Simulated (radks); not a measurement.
Ionisation of the tantalum ion Ta+, [Xe] 4f14 5d3 6s1, to [Xe] 4f14 5d3 as the strength of local exchange is varied. All-electron calculation, Dirac Kohn-Sham, Slater X-alpha exchange (alpha = 2/3 is LDA exchange), no correlation, spin-unpolarised, spherical densities, point nucleus; open shells are shared between the two j in proportion to 2j + 1. Program: a radial shooting solver on a logarithmic mesh with Libxc functionals.

| alpha | E(Ta+) (hartree) | exchange (hartree) | IE (eV) | -e of the level emptied (eV) | <r> of it (bohr) |
|---|---|---|---|---|---|
| 0.667 | -15609.0064 | -300.4114 | 14.283 | 10.897 (6s1/2) | 3.094 |
| 0.75 | -15646.4373 | -338.6691 | 14.845 | 11.440 (6s1/2) | 3.045 |
| 0.798 | -15668.1283 | -360.8819 | 15.176 | 11.761 (6s1/2) | 3.017 |
| 0.901 | -15714.7827 | -408.7633 | 15.897 | 12.467 (6s1/2) | 2.957 |
| 0.919 | -15722.9512 | -417.1612 | 16.025 | 12.592 (6s1/2) | 2.947 |

NIST Atomic Spectra Database: 16.2 +/- 0.5 eV (semi-empirical). The central value is not met in this range of alpha. Spin polarisation and multiplet splitting are left out, so open shells lie too high by an amount that depends on their filling. Sharing an open shell by 2j + 1 raises it above the true ground level by a part of the spin-orbit splitting, which enters the differences from NIST.

Beside tabulated values, note that spin-unpolarised runs miss the spin-polarisation part of the exchange energy of open shells.
